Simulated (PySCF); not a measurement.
H₂O₂Ti, SMILES [OH][Ti][OH] (connectivity only; charge and spin as stated), neutral, multiplicity 3.

Geometry optimised at PBE0-D3(BJ)/def2-TZVP. A frequency run showed that this geometry is not a minimum. The multiplicity is an assumed one; other spin states were not compared. Other conformers were not sampled.

Level of theory: M06-2X/def2-TZVPD (PySCF).

Question: Estimate the frontier levels, dipole moment and polarisability. (Estimate from the structure and the level; the computed values follow.)

Answer: 
```
Item                                                              Result
-----------------------------------------------  -----------------------
α spin, highest occupied and lowest empty level       -6.20 and -0.18 eV
β spin, highest occupied and lowest empty level      -10.51 and -3.50 eV
dipole moment                                                     0.00 D
mean static polarisability                          52.0 bohr³ (7.71 Å³)
polarisability, principal values                  52.0, 52.0, 52.0 bohr³
⟨S²⟩                                             2.004 (pure state 2.00)
```
